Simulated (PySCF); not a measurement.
Input of a run (PBE0-D3(BJ)/def2-SVP geometry optimisation, gas phase (PySCF 2.14.0)), started from GFN2-xTB:
```
{"job": {"xc": "PBE0", "basis": "def2-SVP", "d3": "d3bj", "grid": 1, "shake": 0.01, "kind": "geom"}, "charge": 0, "multiplicity": 1}
N     -2.271670     2.116090    -0.251160
C     -1.770790     1.134350    -0.093630
Si    -0.856140    -0.458880     0.191270
F     -1.307170    -1.442880    -0.968340
Ge     1.454460    -0.146420    -0.059440
H     -1.350690    -1.036490     1.429520
H      1.915770     1.245110     0.278390
H      1.985050    -0.407870    -1.431270
H      2.258990    -1.020160     0.870930
```

Output (energies in Eh, forces in Eh/bohr):
```
step   0  E = -2560.54048697  max force = 0.116136
step   1  E = -2560.55119924  max force = 0.016555
step   2  E = -2560.55173915  max force = 0.003879
step   3  E = -2560.55178827  max force = 0.000511
step   4  E = -2560.55180999  max force = 0.001367
step   5  E = -2560.55191005  max force = 0.004447
step   6  E = -2560.55203978  max force = 0.007743
step   7  E = -2560.55218653  max force = 0.006355
step   8  E = -2560.55254420  max force = 0.002554
step   9  E = -2560.55257586  max force = 0.001676
step  10  E = -2560.55260260  max force = 0.000507
step  11  E = -2560.55260789  max force = 0.000353
optimisation converged
```

Problem. Summarise the run.

Solution. The energy falls by 7.6 kcal/mol over 12 energy and gradient evaluations, the largest force component goes from 0.1161 to 3.5e-04 Eh/bohr, and the atoms move by 0.398 Å rms after alignment. The bond that changes most is N1≡C2 (cyano nitrogen to cyano carbon), which lengthens by 0.046 Å. Bonds longer at the end by more than 0.005 Å: 7 of 8; shorter: 0. Among the angles that change most is H7–Ge5–H9, from 103.5° to 109.8°. Among the dihedrals that turn most is H6–Si3–Ge5–H9, from 21° to 59°. The energy never rose by more than 1e-6 Eh on the way. The first step brought 88 % of the lowering.

Problem. What are the final bond lengths?

Solution. N1≡C2 1.160 Å, C2–Si3 1.858 Å, Si3–F4 1.623 Å, Si3–Ge5 2.375 Å, Si3–H6 1.486 Å, Ge5–H7 1.537 Å, Ge5–H8 1.535 Å, Ge5–H9 1.537 Å. Numbering counts from 1 in the input's order; the species is `N#C[Si@@H](F)[GeH3]`.

The run used 112 basis functions and 83 SCF cycles in all. The run took 58 s wall on one thread of an Arm Neoverse V1, shared host with 32 logical CPUs at a one-minute load of 23, and the process peaked at 0.47 GiB of memory.

PBE0-D3(BJ)/def2-SVP frequencies: not computed here.
